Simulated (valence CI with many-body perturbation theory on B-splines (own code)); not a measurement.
**Questions on Re⁴²⁺**

Calculated by configuration interaction combined with many-body perturbation theory (CI+MBPT): five valence electrons over a frozen Dirac-Fock core [Ar] 3d10, radial functions for each j: 11 s, 11 p, 10 d, 8 f, 5 g, 2 h, with the one-electron correlation potential Σ1, the two-electron term Σ2, the three-electron term Σ3, Breit, model QED; selected CI, second order for the rest, scaled by the run's own slope (own B-spline code, finite nucleus).

No measured spectrum was set against this ion. As an estimate, large intervals hold to a few tenths of a per cent, small ones and those within an open d or f shell to about a per cent. Among the levels kept, up to 2100 cm⁻¹ of a level comes from second order outside the variational space, and about a tenth of that is noise between levels of different J, which matters for small intervals.

Levels are named by their leading jj configuration (3d3/2^4 stands for four electrons in 3d with j = 3/2), which in mixed levels can hold well under half, so a name can repeat and another be missing.

Rates and lifetimes use the calculated energies. Strong lines usually hold to 10 to 20 %, long lifetimes can be off by a factor of two.

Q: What is the ground level?

A: (4s^2 4p1/2^2 4p3/2) J=3/2, composition 47 % 4s²4p³ ²P° + 26 % 4s²4p³ ²D° + 26 % 4s²4p³ ⁴S°, g = 1.362.

Q: How well does LS coupling describe the low levels?

A: Among the lowest 20 levels the leading LS term, summed over configurations, holds 52 % on average. For single configurations the figures are 50 % in LS and 92 % in jj coupling. Terms mix most in the J = 5/2 level at 183.02 eV, where the leading one holds 30 %.

Q: Among levels below 569.45 eV, which E1 lines absorb most strongly from the ground level?

A: to (4s^2 4p1/2 4p3/2 4d3/2) J=5/2 at 4.536 nm, f = 0.748; to (4s^2 4p1/2 4p3/2 4d3/2) J=3/2 at 4.514 nm, f = 0.641; to (4s 4p1/2^2 4p3/2^2) J=3/2 at 5.790 nm, f = 0.263.

Q: Where does the other parity begin?

A: At (4s^2 4p1/2^2 4d3/2) J=3/2, 157.44 eV.

Q: Name the longest-lived excited levels whose lifetime is computed, and their main decay.

A: (4s^2 4p1/2 4p3/2 4d5/2) J=9/2 at 280.86 eV lives 4.91 μs, mostly by E2 to (4s^2 4p1/2^2 4d5/2) J=5/2; (4s^2 4p1/2 4p3/2^2) J=5/2 at 101.67 eV lives 534 ns, mostly by M1 to (4s^2 4p1/2^2 4p3/2) J=3/2; (4s^2 4p1/2 4p3/2^2) J=1/2 at 108.68 eV lives 170 ns, mostly by M1 to (4s^2 4p1/2^2 4p3/2) J=3/2.
